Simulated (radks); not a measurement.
Values are calculated unless marked as measured or tabulated.
Valence configurations of the titanium ion Ti2+ (all share [Ar]). Code: a radial shooting solver on a logarithmic mesh with Libxc functionals. Model: Dirac Kohn-Sham, LDA (Slater exchange, Perdew-Wang correlation), spin-unpolarised, spherical densities, finite nucleus; open shells fill j = l - 1/2 first; Fermi nuclear charge, rms radius 3.5921 fm. Energies are relative to 3d2; eigenvalues in eV.

valence          E (eV)  e(3d3/2)  e(4p1/2)  e(4s1/2)
3d2               0.000   -19.945         -         -
3d1.5 4s0.5       1.806   -22.444         -   -18.168
3d1.5 4p0.5       4.128   -22.946   -13.844         -
3d1 4s1           4.330   -25.122         -   -19.255
3d1 4p1           9.175   -26.107   -14.969         -
4s2              12.069         -         -   -21.311
3d0.5 4s0.5 4p1  12.767   -28.966   -15.768   -20.841
4s1 4p1          17.335         -   -16.546   -21.834
4p2              22.647         -   -16.991         -

NIST lists [Ar] 3d2 as the ground configuration; this level of theory agrees among the configurations tried. The energies are those of spherical spin-averaged densities, not of single terms.
